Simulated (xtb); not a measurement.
xtb input:

```bash
xtb mol.xyz --gfn 1 --opt tight --chrg 0 --uhf 0
```
mol.xyz:
```
7

B      0.07708449     0.01202927    -0.00533162
F      0.72401766     1.16669685    -0.09943622
F      0.83621914    -1.07777976    -0.01165983
C     -1.47360481    -0.07947561     0.10486125
H     -1.95512297     0.89694856     0.10822970
H     -1.75589327    -0.61467533     1.01563107
H     -1.87490852    -0.66581963    -0.72650568
```

Which total energy does the run end on?

-15.52354 Eh (GFN1-xTB).
